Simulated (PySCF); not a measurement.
## The second ionisation energy along the second row

All values are computed (PySCF 2.14, energy differences of UHF-based or UKS calculations, no spin-orbit coupling). Values in eV. The last column holds reference values (NIST; (s) semi-empirical, (t) theoretical, else measured). Unmarked ones compare directly (S terms, centres of terms, or small fine structure); those marked * lie between the lowest fine-structure levels and include a spin-orbit shift.

```
                        element               configurations     UHF    PBE0  MP2 (valence)  SCS-MP2 (valence)  CCSD (valence)  CCSD(T) (valence)     reference
Be (def2-SVP, non-relativistic)               [He] 2s1 → 1s2  17.855  18.211            n/a                n/a             n/a                n/a        18.211
 B (def2-SVP, non-relativistic)          [He] 2s2 → [He] 2s1  23.260  24.441         24.154             24.333          24.874             24.874        25.155
 C (def2-SVP, non-relativistic)      [He] 2s2 2p1 → [He] 2s2  24.309  24.982         24.355             24.309          24.133             24.153        24.378
 N (def2-SVP, non-relativistic)  [He] 2s2 2p2 → [He] 2s2 2p1  29.358     n/a         29.563             29.453          29.354             29.360  29.601 (s) *
 O (def2-SVP, non-relativistic)  [He] 2s2 2p3 → [He] 2s2 2p2  34.727  35.485         35.110             34.912          34.897             34.896      35.121 *
Ne (def2-SVP, non-relativistic)  [He] 2s2 2p5 → [He] 2s2 2p4  39.547  41.257         40.658             40.604          40.600             40.611      40.963 *
```

```
method  elements  mean error (eV)  mean absolute error (eV)  largest error (eV)
   UHF         3           -0.773                     0.773              -1.894
  PBE0         3           -0.036                     0.439              -0.714
```

Errors include the incompleteness of the basis and the frozen core.

"Valence" correlates the outer s and p shells and, in groups 3 to 12 and the f block, the outer d or f shell, open or full, or the next shell where the ion has no valence electron left; the wider scheme adds the next inner shell.
